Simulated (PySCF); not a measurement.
# EPR parameters of C3H3F2N2S2

Species: C3H3F2N2S2 (doublet state).
Z-matrix (Å and degrees, GFN2-xTB geometry), rows numbered from 1:
```
F 
C   1  1.3415
F   2  1.3441  1  106.67
S   2  1.8284  1  110.62  3  -120.64
C   4  1.7628  2   98.88  1  -128.45
N   5  1.3358  4  121.04  2     8.09
S   6  1.6309  5  110.27  4   178.50
N   7  1.7224  6   94.03  5    -1.51
C   5  1.3706  4  122.63  2  -171.65
H   2  1.0994  1  110.23  3   119.37
H   8  1.0082  7  120.65  6   151.87
H   9  1.0698  5  128.20  4     2.49
```

The hyperfine couplings belong to this conformer and change with its torsions.

The species is `[CH]1C(SC(F)F)=NSN1` [radical].

Method: PySCF, UKS B3LYP, pcH-1 on C F H N S, non-relativistic, mean-field spin-orbit, GIAO. The structure is a single GFN2-xTB conformer in the gas phase; no vibrational or solvent corrections. A GFN2-xTB geometry isn't a minimum of the functional, and hyperfine couplings can be far from their values at a DFT geometry. Stability of the SCF solution: not tested.

```json
{
  "g1, g2, g3": "2.00026, 2.00245, 2.00797",
  "g_iso": "2.00356",
  "Form of g": "rhombic: the two nearest values differ by 28 % of g3 − g1",
  "⟨S²⟩": "0.7628 (exact 0.7500)",
  "HOMO–LUMO gap, α and β orbitals": "3.61, 4.41 eV",
  "Total energy": "-1221.63527 Eh",
  "Basis functions": "275"
}
```

Hyperfine couplings atom by atom, in MHz; T1 to T3 are the principal values of the dipolar part:

```json
{"atom": "F1", "isotope": "19F", "a_iso": "4.7", "of which spin–orbit": "0.0", "T1": "-2.3", "T2": "-1.3", "T3": "3.7", "Mulliken spin population": "0.00"}
{"atom": "C2", "isotope": "13C", "a_iso": "-2.1", "of which spin–orbit": "0.0", "T1": "-0.5", "T2": "-0.1", "T3": "0.6", "Mulliken spin population": "0.00"}
{"atom": "F3", "isotope": "19F", "a_iso": "2.7", "of which spin–orbit": "0.0", "T1": "-2.1", "T2": "-1.2", "T3": "3.2", "Mulliken spin population": "0.00"}
{"atom": "S4", "isotope": "33S", "a_iso": "-0.9", "of which spin–orbit": "0.1", "T1": "-2.2", "T2": "0.9", "T3": "1.3", "Mulliken spin population": "-0.01"}
{"atom": "C5", "isotope": "13C", "a_iso": "-28.4", "of which spin–orbit": "0.0", "T1": "-14.7", "T2": "6.0", "T3": "8.7", "Mulliken spin population": "-0.10"}
{"atom": "N6", "isotope": "14N", "a_iso": "17.4", "of which spin–orbit": "0.1", "T1": "-18.4", "T2": "-18.2", "T3": "36.6", "Mulliken spin population": "0.34"}
{"atom": "S7", "isotope": "33S", "a_iso": "7.9", "of which spin–orbit": "-0.9", "T1": "-26.5", "T2": "-25.2", "T3": "51.8", "Mulliken spin population": "0.22"}
{"atom": "N8", "isotope": "14N", "a_iso": "25.8", "of which spin–orbit": "0.2", "T1": "-14.6", "T2": "-14.3", "T3": "28.9", "Mulliken spin population": "0.22"}
{"atom": "C9", "isotope": "13C", "a_iso": "22.7", "of which spin–orbit": "0.0", "T1": "-29.4", "T2": "-28.1", "T3": "57.4", "Mulliken spin population": "0.34"}
{"atom": "H10", "isotope": "1H", "a_iso": "0.5", "of which spin–orbit": "0.0", "T1": "-3.3", "T2": "-2.3", "T3": "5.6", "Mulliken spin population": "0.00"}
{"atom": "H11", "isotope": "1H", "a_iso": "15.5", "of which spin–orbit": "0.1", "T1": "-16.5", "T2": "-6.0", "T3": "22.5", "Mulliken spin population": "0.00"}
{"atom": "H12", "isotope": "1H", "a_iso": "-24.5", "of which spin–orbit": "0.0", "T1": "-14.7", "T2": "-1.3", "T3": "15.9", "Mulliken spin population": "-0.02"}
```

The largest Mulliken spin populations are on C9 (+0.34), N6 (+0.34), S7 (+0.22) and N8 (+0.22). Four atoms exceed +0.15. The positive populations add up to 1.12 and the negative ones to -0.12, together 2S = 1.

C9, the radical centre as drawn in `FC(F)SC1=NSN[CH]1`, holds a spin population of +0.34 out of 1.

Axes: g3 points within 10° of the C5–C9 bond.

Under fast tumbling the dipolar parts average out, and these isotropic splittings remain: 1 × 14N (N8, I = 1, 3 lines) with 0.92 mT, 1 × 1H (H12, I = 1/2, 2 lines) with 0.87 mT, 1 × 14N (N6, I = 1, 3 lines) with 0.62 mT, 1 × 1H (H11, I = 1/2, 2 lines) with 0.55 mT and 2 × 19F (F1/F3, I = 1/2, 3 lines) with 0.13 mT.

Nuclei that the bonding pattern makes equivalent are averaged, as if the motion that swaps them (rotation, inversion, ring flip) were fast.

The 33S coupling of S7 (7.9 MHz) shows only in satellite lines or after enrichment, since that isotope makes up about 0.76 % of natural sulfur.

The 13C coupling of C5 (-28.4 MHz) shows only in satellite lines or after enrichment, since that isotope makes up about 1.07 % of natural carbon.

Time: 1.8 min (grids of density and orbitals included); peak memory 0.97 GiB. Hardware: an Arm Neoverse V1 with one thread, shared host with 32 logical CPUs at a one-minute load of 41.
